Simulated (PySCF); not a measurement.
OZn (SMILES [O]=[Zn]), singlet, at a GFN2-xTB geometry (such geometries of metal compounds can be far from the true shape), with bond 2-1 at 3.0 times its length; B3LYP/def2-SVP run with PySCF.

Input for PySCF:
```python
from pyscf import gto, scf, dft

mol = gto.M(
    atom='''
Zn   -0.00000000   -0.00000000   -0.33822725
O     0.00000000    0.00000000    4.48151101
''',
    basis='def2-svp',
    verbose=4,
)

mf = dft.RKS(mol)
mf.xc = 'b3lyp'
mf.kernel()
mo_i, mo_e, stable_i, stable_e = mf.stability(internal=True, external=True, return_status=True, nroots=6, tol=1e-6)
print('internally stable:', stable_i, ' externally stable:', stable_e)
if not stable_e:
    umf = mf.to_uhf() if not hasattr(mf, 'xc') else mf.to_uks()
    umf.scf_summary = {}
    umf.kernel(umf.make_rdm1(mo_e, umf.mo_occ))
mf.analyze()
```

Problem. What does PySCF print? Leave out banner, timings and long lists.

Solution. 
```
PySCF version 2.14.0

[INPUT] verbose = 4
[INPUT] num. atoms = 2
[INPUT] num. electrons = 38
[INPUT] charge = 0
[INPUT] spin (= nelec alpha-beta = 2S) = 0
[INPUT] symmetry False subgroup None
[INPUT] Mole.unit = angstrom
[INPUT] Symbol           X                Y                Z      unit          X                Y                Z       unit  Magmom
[...]
nuclear repulsion = 26.3505036517896
number of shells = 17
number of NR pGTOs = 97
number of NR cGTOs = 45
basis = def2-svp
ecp = {}

******** <class 'pyscf.dft.rks.RKS'> ********
method = RKS
initial guess = minao
damping factor = 0
level_shift factor = 0
DIIS = <class 'pyscf.scf.diis.CDIIS'>
diis_start_cycle = 1
diis_space = 8
diis_damp = 0
SCF conv_tol = 1e-09
SCF conv_tol_grad = None
SCF max_cycles = 50
direct_scf = True
direct_scf_tol = 1e-13
XC library pyscf.dft.libxc version 7.1.2
    S. Lehtola, C. Steigemann, M. J. T. Oliveira, and M. A. L. Marques,  SoftwareX 7, 1–5 (2018)
XC functionals = b3lyp
    P. J. Stephens, F. J. Devlin, C. F. Chabalowski, and M. J. Frisch,  J. Phys. Chem. 98, 11623 (1994)
radial grids:
    Treutler-Ahlrichs [JCP 102, 346 (1995); DOI:10.1063/1.469408] (M4) radial grids

becke partition: Becke, JCP 88, 2547 (1988); DOI:10.1063/1.454033
pruning grids: <function nwchem_prune>
grids dens level: 3
symmetrized grids: False
atomic radii adjust function: <function treutler_atomic_radii_adjust>
small_rho_cutoff = 0
Set gradient conv threshold to 3.16228e-05
Initial guess from minao.
tot grids = 34728
init E= -1853.58650476331
cycle= 1 E= -1852.71854042259  delta_E= 0.868  |g|=  1.5  |ddm|= 2.12
cycle= 2 E= -1836.02543042691  delta_E= 16.7  |g|= 1.37  |ddm|= 6.02
cycle= 3 E= -1773.73440639837  delta_E= 62.3  |g|= 4.55  |ddm|= 14.8
cycle= 4 E= -1850.54950471457  delta_E= -76.8  |g|= 3.21  |ddm|= 12.9
cycle= 5 E= -1850.31478291922  delta_E= 0.235  |g|= 3.25  |ddm|= 0.316
cycle= 6 E= -1845.92771826398  delta_E= 4.39  |g|= 1.59  |ddm|= 5.55
cycle= 7 E= -1845.89715956047  delta_E= 0.0306  |g|= 1.62  |ddm|= 0.104
cycle= 8 E= -1845.89083744  delta_E= 0.00632  |g|= 1.64  |ddm|= 0.0274
cycle= 9 E= -1836.17332459987  delta_E= 9.72  |g|= 1.21  |ddm|= 2.78

cycle= 10 E= -1754.104858905  delta_E= 82.1  |g|=  2.9  |ddm|= 14.6

cycle= 11 E= -1587.30738313773  delta_E=  167  |g|= 5.11  |ddm|= 5.79
cycle= 12 E= -1753.84388814949  delta_E= -167  |g|= 3.71  |ddm|= 5.75
cycle= 13 E= -1832.27333022601  delta_E= -78.4  |g|= 3.84  |ddm|= 15.5

cycle= 14 E= -1851.39608209116  delta_E= -19.1  |g|= 3.58  |ddm|= 4.84
cycle= 15 E= -1851.63387410842  delta_E= -0.238  |g|= 3.47  |ddm|= 0.255
cycle= 16 E= -1832.09379552716  delta_E= 19.5  |g|=  3.9  |ddm|= 4.84
cycle= 17 E= -1831.92961595293  delta_E= 0.164  |g|= 3.99  |ddm|= 0.219

cycle= 18 E= -1821.03956993824  delta_E= 10.9  |g|= 3.07  |ddm|= 5.91
cycle= 19 E= -1826.38879196046  delta_E= -5.35  |g|= 4.94  |ddm|= 5.48
cycle= 20 E= -1824.08024449316  delta_E= 2.31  |g|= 4.42  |ddm|= 1.49
cycle= 21 E= -1819.31890130522  delta_E= 4.76  |g|= 2.28  |ddm|= 12.2
cycle= 22 E= -1832.01377804129  delta_E= -12.7  |g|=  3.7  |ddm|= 10.6
cycle= 23 E= -1845.91292850107  delta_E= -13.9  |g|=    5  |ddm|= 8.02
cycle= 24 E= -1845.5625839743  delta_E= 0.35  |g|= 5.18  |ddm|= 0.638
cycle= 25 E= -1845.64695209608  delta_E= -0.0844  |g|= 5.18  |ddm|= 0.0753
cycle= 26 E= -1845.54690510623  delta_E=  0.1  |g|= 5.19  |ddm|= 0.0729
cycle= 27 E= -1845.52942941449  delta_E= 0.0175  |g|= 5.19  |ddm|= 0.0457
cycle= 28 E= -1845.4615029764  delta_E= 0.0679  |g|= 5.21  |ddm|= 0.0686
cycle= 29 E= -1846.13288069054  delta_E= -0.671  |g|= 5.13  |ddm|= 0.27
cycle= 30 E= -1772.9130671274  delta_E= 73.2  |g|= 3.42  |ddm|= 13.8
cycle= 31 E= -1832.90789541086  delta_E=  -60  |g|= 3.76  |ddm|= 15.5
cycle= 32 E= -1821.51993746204  delta_E= 11.4  |g|= 2.94  |ddm|= 6.12
cycle= 33 E= -1833.10052567187  delta_E= -11.6  |g|= 3.62  |ddm|=    6
cycle= 34 E= -1832.89641004294  delta_E= 0.204  |g|= 3.68  |ddm|= 0.161
cycle= 35 E= -1833.17627932462  delta_E= -0.28  |g|= 3.59  |ddm|= 0.289
cycle= 36 E= -1833.11182534235  delta_E= 0.0645  |g|= 3.63  |ddm|= 0.21
cycle= 37 E= -1833.32312177869  delta_E= -0.211  |g|= 3.57  |ddm|= 0.377
cycle= 38 E= -1843.53655193489  delta_E= -10.2  |g|= 3.63  |ddm|= 2.74
cycle= 39 E= -1514.98153340734  delta_E=  329  |g|= 4.29  |ddm|= 16.4

cycle= 40 E= -1851.53945837835  delta_E= -337  |g|= 3.53  |ddm|= 15.7
cycle= 41 E= -1831.60352121179  delta_E= 19.9  |g|= 3.98  |ddm|= 4.94
cycle= 42 E= -1831.43836604938  delta_E= 0.165  |g|= 4.07  |ddm|= 0.205
cycle= 43 E= -1832.43156097327  delta_E= -0.993  |g|= 3.72  |ddm|= 1.16
cycle= 44 E= -1832.60654972556  delta_E= -0.175  |g|= 3.68  |ddm|= 0.386
cycle= 45 E= -1830.8249955331  delta_E= 1.78  |g|= 4.33  |ddm|=  1.9
cycle= 46 E= -1828.43552983114  delta_E= 2.39  |g|= 4.73  |ddm|= 1.52
cycle= 47 E= -1832.1853647533  delta_E= -3.75  |g|= 3.79  |ddm|= 2.73
cycle= 48 E= -1763.69619454626  delta_E= 68.5  |g|= 12.3  |ddm|= 15.6

cycle= 49 E= -1752.97186641892  delta_E= 10.7  |g|= 5.74  |ddm|= 5.35
cycle= 50 E= -1850.35106350484  delta_E= -97.4  |g|= 3.56  |ddm|= 12.7
SCF not converged.
SCF energy = -1850.35106350484
rhf_internal: lowest eigs of H = [-9.04878198 -9.03790941 -9.03789375 -8.11485077 -8.11474721 -8.10396561]
<class 'pyscf.dft.rks.RKS'> wavefunction has an internal instability
rhf_real2complex: lowest eigs of H = [-2.26218789 -2.25947659 -2.25947267 -2.02871003 -2.02868413 -2.02599587]
<class 'pyscf.dft.rks.RKS'> wavefunction has an real -> complex instability
rhf_external: lowest eigs of H = [-2.26219171 -2.25947717 -2.25947325 -2.02871209 -2.02868628 -2.025997  ]
<class 'pyscf.dft.rks.RKS'> wavefunction has an RHF/RKS -> UHF/UKS instability
internally stable: False  externally stable: False

******** <class 'pyscf.dft.uks.UKS'> ********
method = UKS
initial guess = minao
damping factor = 0
level_shift factor = 0
DIIS = <class 'pyscf.scf.diis.CDIIS'>
diis_start_cycle = 1
diis_space = 8
diis_damp = 0
SCF conv_tol = 1e-09
SCF conv_tol_grad = None
SCF max_cycles = 50
direct_scf = True
direct_scf_tol = 1e-13
number electrons alpha = 19  beta = 19
XC library pyscf.dft.libxc version 7.1.2
    S. Lehtola, C. Steigemann, M. J. T. Oliveira, and M. A. L. Marques,  SoftwareX 7, 1–5 (2018)
XC functionals = b3lyp
    P. J. Stephens, F. J. Devlin, C. F. Chabalowski, and M. J. Frisch,  J. Phys. Chem. 98, 11623 (1994)
radial grids:
    Treutler-Ahlrichs [JCP 102, 346 (1995); DOI:10.1063/1.469408] (M4) radial grids

becke partition: Becke, JCP 88, 2547 (1988); DOI:10.1063/1.454033
pruning grids: <function nwchem_prune>
grids dens level: 3
symmetrized grids: False
atomic radii adjust function: <function treutler_atomic_radii_adjust>
small_rho_cutoff = 0
Set gradient conv threshold to 3.16228e-05
init E= -1851.76171737916
cycle= 1 E= -1835.80406061819  delta_E=   16  |g|= 1.72  |ddm|= 4.04

cycle= 2 E= -1754.13422197692  delta_E= 81.7  |g|= 1.81  |ddm|= 10.1
cycle= 3 E= -1832.15085719397  delta_E=  -78  |g|= 2.67  |ddm|= 10.9
cycle= 4 E= -1754.09678135908  delta_E= 78.1  |g|= 2.08  |ddm|= 10.9
cycle= 5 E= -1754.14970683  delta_E= -0.0529  |g|= 1.97  |ddm|= 0.0464

cycle= 6 E= -1851.55214342258  delta_E= -97.4  |g|= 2.52  |ddm|= 9.93
cycle= 7 E= -1852.17845242718  delta_E= -0.626  |g|= 2.29  |ddm|= 0.466
cycle= 8 E= -1844.49256148943  delta_E= 7.69  |g|= 2.28  |ddm|= 2.71
cycle= 9 E= -1844.49102287312  delta_E= 0.00154  |g|= 2.29  |ddm|= 0.00208
cycle= 10 E= -1821.49277920641  delta_E=   23  |g|= 2.41  |ddm|= 4.31
cycle= 11 E= -1825.33811476189  delta_E= -3.85  |g|= 3.33  |ddm|= 1.84
cycle= 12 E= -1825.47679054771  delta_E= -0.139  |g|= 3.32  |ddm|= 0.186
cycle= 13 E= -1833.25719713154  delta_E= -7.78  |g|= 2.54  |ddm|= 3.04
cycle= 14 E= -1771.97249546963  delta_E= 61.3  |g|= 4.26  |ddm|=   11
cycle= 15 E= -1834.73210633336  delta_E= -62.8  |g|=  2.1  |ddm|= 10.9

cycle= 16 E= -1789.69200463517  delta_E=   45  |g|= 2.71  |ddm|= 10.4
cycle= 17 E= -1789.83166943586  delta_E= -0.14  |g|= 2.61  |ddm|= 0.175
cycle= 18 E= -1789.83333882118  delta_E= -0.00167  |g|= 2.59  |ddm|= 0.0239
cycle= 19 E= -1848.59905722162  delta_E= -58.8  |g|= 3.18  |ddm|= 8.72
cycle= 20 E= -1833.21702229987  delta_E= 15.4  |g|= 2.54  |ddm|= 5.13
cycle= 21 E= -1833.10105773252  delta_E= 0.116  |g|= 2.57  |ddm|= 0.112
cycle= 22 E= -1833.06259568555  delta_E= 0.0385  |g|= 2.57  |ddm|= 0.0512
cycle= 23 E= -1833.22776790875  delta_E= -0.165  |g|= 2.54  |ddm|= 0.142
cycle= 24 E= -1831.786312729  delta_E= 1.44  |g|= 2.92  |ddm|= 0.958
cycle= 25 E= -1833.73101000034  delta_E= -1.94  |g|= 2.43  |ddm|= 1.14
cycle= 26 E= -1848.4184381388  delta_E= -14.7  |g|= 3.14  |ddm|= 5.06

cycle= 27 E= -1753.98269659037  delta_E= 94.4  |g|= 2.09  |ddm|=  8.8
cycle= 28 E= -1848.5599389345  delta_E= -94.6  |g|= 3.25  |ddm|= 9.06
cycle= 29 E= -1848.71332863789  delta_E= -0.153  |g|= 3.22  |ddm|= 0.0745
cycle= 30 E= -1849.39677076254  delta_E= -0.683  |g|= 3.04  |ddm|= 0.209
cycle= 31 E= -1851.42334195169  delta_E= -2.03  |g|=  2.1  |ddm|= 0.828
cycle= 32 E= -1850.76376895091  delta_E= 0.66  |g|= 2.28  |ddm|= 0.751

cycle= 33 E= -1846.50832492159  delta_E= 4.26  |g|= 3.81  |ddm|= 1.67
cycle= 34 E= -1846.02110508093  delta_E= 0.487  |g|= 1.02  |ddm|= 4.34
cycle= 35 E= -1851.15105955105  delta_E= -5.13  |g|= 2.08  |ddm|= 3.88
cycle= 36 E= -1851.74426019623  delta_E= -0.593  |g|= 1.84  |ddm|= 0.449
cycle= 37 E= -1835.84340344494  delta_E= 15.9  |g|= 1.22  |ddm|= 4.32

cycle= 38 E= -1853.89455065179  delta_E= -18.1  |g|= 0.898  |ddm|= 3.45
cycle= 39 E= -1775.25220346075  delta_E= 78.6  |g|= 3.72  |ddm|= 9.51
cycle= 40 E= -1843.60443298909  delta_E= -68.4  |g|=  2.8  |ddm|= 5.52
cycle= 41 E= -1782.85061866512  delta_E= 60.8  |g|= 6.58  |ddm|= 5.28
cycle= 42 E= -1851.62596500559  delta_E= -68.8  |g|= 1.86  |ddm|= 8.99
cycle= 43 E= -1851.50549562807  delta_E= 0.12  |g|= 1.92  |ddm|= 0.0833
cycle= 44 E= -1851.78188102974  delta_E= -0.276  |g|= 1.79  |ddm|= 0.154
cycle= 45 E= -1854.08499247687  delta_E= -2.3  |g|= 0.387  |ddm|= 2.22
cycle= 46 E= -1854.13347237792  delta_E= -0.0485  |g|= 0.249  |ddm|= 0.465
cycle= 47 E= -1854.14256067774  delta_E= -0.00909  |g|= 0.212  |ddm|= 0.217
cycle= 48 E= -1852.7861150136  delta_E= 1.36  |g|= 0.963  |ddm|=  1.9
cycle= 49 E= -1854.15883441145  delta_E= -1.37  |g|= 0.0383  |ddm|= 1.64
cycle= 50 E= -1854.1593595537  delta_E= -0.000525  |g|= 0.0114  |ddm|= 0.0517
SCF not converged.
SCF energy = -1854.1593595537 after 50 cycles  <S^2> = 1.0018539  2S+1 = 2.2377256
**** SCF Summaries ****
Total Energy =                       -1850.351063504842386
Nuclear Repulsion Energy =              26.350503651789591
One-electron Energy =                -2657.608300701136613
Two-electron Energy =                  780.906733544504846
Two-electron Coulomb Energy =          863.830493692344703
DFT Exchange-Correlation Energy =      -82.923760147839829
**** MO energy ****
[...]
 ** Mulliken pop on meta-lowdin orthogonal AOs  **
 ** Mulliken pop  **
 ** Mulliken atomic charges  **
charge of    0Zn =      1.99990
charge of    1O =     -1.99990
Dipole moment(X, Y, Z, Debye): -0.00000, -0.00000, -46.45851
```

The run did not converge; its last values are not results.
